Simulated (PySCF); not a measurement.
## Shapes and spin states of Zn₂S

Level of theory: PySCF, PBE0, basis S def2-SVP, Zn def2-SVP (no relativity, density fitting).

Relaxations began from a few typed shapes and spin states; open shells are unrestricted. The search is not exhaustive: other isomers or separated fragments can lie lower, and high-lying points may rest on an excited occupation.

Task: Which is the lowest minimum found?
A. triplet C2v: S–Zn 2.236 Å (×2); Zn–S–Zn 91.2°
B. triplet D∞h: S–Zn 2.167 Å (×2); Zn–S–Zn 180.0°
C. singlet (closed shell, unstable to spin polarisation) D∞h: S–Zn 2.215 Å (×2); Zn–S–Zn 180.0°

Result: A. The others lie at 35.1 (singlet D∞h), 71.8 (triplet D∞h, a saddle point) kJ/mol above it.
